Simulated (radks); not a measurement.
Problem. All-electron atom: the dysprosium ion Dy54+ in [Ne] 4s2 (not the ground configuration). Calculated with a radial shooting solver on a logarithmic mesh with Libxc functionals: Dirac Kohn-Sham, PBEsol, spin-unpolarised, spherical densities, finite nucleus; Fermi nuclear charge, rms radius 5.2218 fm.

Spin-orbit splittings of the eigenvalues, e(l+1/2) - e(l-1/2), with zeta = 2 splitting/(2l+1) and mean radii in bohr:

shell  occ.  splitting (eV)  zeta (eV)  <r> j=l-1/2  <r> j=l+1/2
2p        6           830.4      553.6      0.07300      0.07972
3p        0           224.6      149.7       0.1975       0.2074
3d        0               ?          ?       0.1774       0.1806
4f        0           9.607      2.745       0.3190       0.3209

Estimate the 3d splitting.

Solution. 55.09 eV (zeta = 22.04 eV).
